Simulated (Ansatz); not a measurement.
`[NH2][GeH]([SH])[TeH]` at its PBE0-D4/def2-TZVP geometry, where that method's forces vanish. Total charge 0; spin multiplicity 1. Te: def2 effective core potential.

```xyz
9

N    -0.9698   -1.1836    0.5992
Ge   -0.0864    0.2045   -0.2021
S     0.5691    1.5501    1.4340
Te    2.0332   -0.5044   -1.4738
H    -1.3077   -1.8972   -0.0329
H    -0.4523   -1.6176    1.3514
H    -1.0619    0.8855   -1.1754
H    -0.6758    1.7092    1.9202
H     1.9516    0.8535   -2.4206
```

(1) What forces (eV/Å) does r2SCAN-D4/def2-TZVPP give on these atoms in the Gaussian-basis code of Ansatz? (Estimate.)

Results:

(1) The calculation gave: 
```
N1  -0.095  0.040  0.049
Ge2 -0.018  0.038 -0.071
S3   0.021  0.030  0.045
Te4  0.065 -0.038 -0.032
H5   0.013 -0.037 -0.016
H6   0.026 -0.029  0.003
H7   0.009 -0.024  0.031
H8  -0.015  0.000  0.001
H9  -0.004  0.019 -0.011
```
